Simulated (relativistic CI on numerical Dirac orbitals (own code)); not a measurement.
# Energy levels of Mo18+

Calculated at this level of theory: Dirac-Coulomb-Breit CI, separate exchange-only KLI orbitals for each configuration, model QED, unscaled Slater integrals (own radial code, finite nucleus).

Configurations in the expansion (outside the closed core [Ne]): 3s²3p⁶3d⁶, 3s²3p⁵3d⁷, 3s²3p⁴3d⁸, 3s3p⁶3d⁷, 3p⁶3d⁸, 3s²3p⁶3d⁵4s, 3s3p⁵3d⁸, 3s²3p⁶3d⁵4p, 3s²3p⁶3d⁵4d, 3s²3p⁶3d⁵4f, 3s²3p⁶3d⁴4s², 3s²3p⁵3d⁶4s, 3s²3p⁴3d⁷4s, 3s²3p⁶3d⁵5s, 3s²3p⁶3d⁵5p, 3s3p⁶3d⁶4s. Levels of other configurations are missing.

The lowest level is 3s²3p⁶3d⁶ ⁵D4, with 91 % of that term; Hund's rules for 3s²3p⁶3d⁶ give ⁵D with J = 4, in agreement.

| No. | Configuration | Term | J | E (cm⁻¹) | % | Next component (%) | Lifetime (s) |
| --- | --- | --- | --- | --- | --- | --- | --- |
| 1 | 3s²3p⁶3d⁶ | ⁵D | 4 | 0.0 | 91 | 8 ³F |  |
| 2 | 3s²3p⁶3d⁶ | ⁵D | 3 | 15972.9 | 96 | 3 ³F | 7.40e-03 |
| 3 | 3s²3p⁶3d⁶ | ⁵D | 2 | 19340.3 | 82 | 14 ³P | 4.89e-01 |
| 4 | 3s²3p⁶3d⁶ | ⁵D | 1 | 26047.7 | 89 | 9 ³P | 4.11e-02 |
| 5 | 3s²3p⁶3d⁶ | ⁵D | 0 | 27835.0 | 88 | 11 ³P | 1.21e+00 |
| 6 | 3s²3p⁶3d⁶ | ³F | 4 | 67372.8 | 31 | 24 ³H | 1.21e-03 |
| 7 | 3s²3p⁶3d⁶ | ³P | 2 | 70509.1 | 75 | 17 ⁵D | 5.42e-04 |
| 8 | 3s²3p⁶3d⁶ | ³H | 6 | 78292.2 | 91 | 9 ¹I |  |
| 9 | 3s²3p⁶3d⁶ | ³H | 5 | 79229.2 | 60 | 40 ³G | 2.32e-02 |
| 10 | 3s²3p⁶3d⁶ | ³F | 3 | 87810.0 | 70 | 24 ³G | 1.06e-03 |
| 11 | 3s²3p⁶3d⁶ | ³F | 2 | 90864.6 | 85 | 12 ¹D | 1.99e-03 |
| 12 | 3s²3p⁶3d⁶ | ³H | 4 | 96548.0 | 58 | 39 ³F | 9.35e-04 |
| 13 | 3s²3p⁶3d⁶ | ¹S | 0 | 100706.4 | 45 | 44 ³P | 4.79e-04 |
| 14 | 3s²3p⁶3d⁶ | ³P | 1 | 108061.3 | 70 | 20 ³D | 3.98e-04 |
| 15 | 3s²3p⁶3d⁶ | ³G | 5 | 108905.9 | 60 | 40 ³H | 2.23e-03 |
| 16 | 3s²3p⁶3d⁶ | ³G | 4 | 112736.4 | 73 | 16 ¹G | 3.31e-03 |
| 17 | 3s²3p⁶3d⁶ | ³D | 2 | 118824.0 | 75 | 10 ¹D | 1.59e-03 |
| 18 | 3s²3p⁶3d⁶ | ³G | 3 | 119214.3 | 68 | 27 ³F | 1.55e-03 |
| 19 | 3s²3p⁶3d⁶ | ³D | 3 | 125591.0 | 89 | 3 ³G | 7.26e-04 |
| 20 | 3s²3p⁶3d⁶ | ³D | 1 | 127084.2 | 76 | 23 ³P | 7.98e-04 |
| 21 | 3s²3p⁶3d⁶ | ¹I | 6 | 129745.9 | 91 | 9 ³H | 1.94e-03 |
| 22 | 3s²3p⁶3d⁶ | ¹G | 4 | 142739.4 | 67 | 15 ³F | 5.82e-04 |
| 23 | 3s²3p⁶3d⁶ | ³P | 0 | 152794.1 | 74 | 25 ¹S | 5.94e-04 |
| 24 | 3s²3p⁶3d⁶ | ¹D | 2 | 153460.0 | 68 | 12 ³D | 6.02e-04 |
| 25 | 3s²3p⁶3d⁶ | ¹F | 3 | 160741.9 | 72 | 25 ³F | 1.88e-03 |
| 26 | 3s²3p⁶3d⁶ | ³P | 0 | 183864.3 | 68 | 30 ¹S | 2.28e-04 |
| 27 | 3s²3p⁶3d⁶ | ³P | 1 | 185128.6 | 97 | 2 ³D | 4.28e-04 |
| 28 | 3s²3p⁶3d⁶ | ³F | 4 | 195419.7 | 87 | 9 ¹G | 5.22e-04 |
| 29 | 3s²3p⁶3d⁶ | ³F | 2 | 197432.3 | 95 | 3 ³D | 5.17e-04 |
| 30 | 3s²3p⁶3d⁶ | ³F | 3 | 210560.8 | 71 | 21 ¹F | 4.45e-04 |

Energies count from the lowest computed level; lifetimes are radiative, by E1, M1, E2, M2 decay to levels of this space only; some are left blank where a channel outside the calculation adds to the decay or the decay crosses a small, uncertain gap.

The mean weight of the leading LS term, summed over parents, in these 30 levels is 75 %, and that of the leading jj configuration (from the same eigenvectors) 62 %, so LS coupling describes them better.

At this charge energies of transitions that change n are usually good to better than 1 %, and those within a shell (Δn = 0) to a few per cent. Terms inside the open d or f shell come out 10 to 20 % too wide with unscaled integrals.

Landé's interval rule says that E(J) − E(J−1) = AJ with one A. For the ground term the intervals give A = -1787.3, -3353.7, -1122.5, -3993.2 cm⁻¹ for J = 1, 2, 3, 4; the multiplet is inverted.

LS names give the leading component of a level, which can be under half, so a name can repeat, a term be missing and a line seem to break the LS rules.
